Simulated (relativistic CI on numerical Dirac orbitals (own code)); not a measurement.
**Hyperfine structure of Rb II, mass number 85**

Calculated at this level of theory: Dirac-Coulomb-Breit CI, separate exchange-only KLI orbitals for each configuration, model QED (radiative potential, 1s self-energy scaled to tabulated hydrogen-like ionisation energies), valence Slater integrals scaled by 0.85, P86 correlation energy added to each configuration (own radial code, finite nucleus).

Configurations in the expansion (outside the closed core [Ar] 3d10): 4s2.4p6, 4s2.4p5.5s, 4s2.4p5.4d, 4s2.4p5.5p, 4s2.4p5.6s, 4s2.4p5.5d, 4s2.4p5.6p, 4s.4p6.4d, 4s2.4p5.4f, 4s2.4p5.6d, 4s2.4p5.5f, 4s2.4p5.5g, 4s2.4p5.6f. Double excitations out of closed p, d and f shells are left out; levels of such configurations are missing from the list, as are those of other unlisted configurations, and high levels can miss mixing partners.

Nuclear spin I = 5/2, μ = 1.35306 μN, Q = 0.276 b (tables of Stone and Pyykkö). The electronic factors are computed for point nuclear moments, without core polarisation; leaving it out makes A of s and p electrons in near-neutral atoms 20 to 40 % too small, and it can dominate for d and f shells.

```tsv
Level	E (eV)	A (MHz)	B (MHz)
4s2.4p5.5s 3P°_2	16.7625	899.3	-593
4s2.4p5.5s 3P°_1	16.9602	391.7	-63.3
4s2.4p5.4d 3P°_1	17.6337	979.1	-206
4s2.4p5.4d 3P°_2	18.0255	-56.98	36.1
4s2.4p5.4d 3F°_4	18.1519	260.2	-583
4s2.4p5.4d 3F°_3	18.3666	395.3	-586
4s2.4p5.4d 3F°_2	18.6117	559.1	-417
4s2.4p5.4d 3D°_3	19.0001	219.5	89.7
```

Levels with J = 0, under 50 % of one LS term, or S terms without an open s electron are left out. Small factors come from cancelling terms and can be off by tens of per cent or more.

For a near-neutral ion this model can misplace configurations by up to about 10,000 cm⁻¹ (more where the count of f electrons changes) and terms by 10 to 25 % of their spread. Rates follow the energies as ν³ (E1, M1) or ν⁵ (E2), so they and the lifetimes can be off by large factors. The fine structure of a lone outer electron comes out too small, for d and f at times inverted, and misplaced configurations move strength between like terms. 17 of the 20 excited levels that our extract of the measured tables holds in this range could be paired (the sources list more); they are missed by 1537 cm⁻¹ on average and 6341 at most, and levels without a partner can miss by more.

(1) Give the hyperfine levels of 4s2.4p5.5s 3P°_2 relative to its centre of gravity.

Answers

(1) With K = F(F + 1) − I(I + 1) − J(J + 1), E = AK/2 + B[¾K(K + 1) − I(I + 1)J(J + 1)]/[2I(2I − 1)J(2J − 1)]: F = 1/2: -6710, F = 3/2: -5094, F = 5/2: -2550, F = 7/2: 701.6, F = 9/2: 4348 MHz.

LS names give the leading component of a level, which can be under half, so a name can repeat, a term be missing and a line seem to break the LS rules.
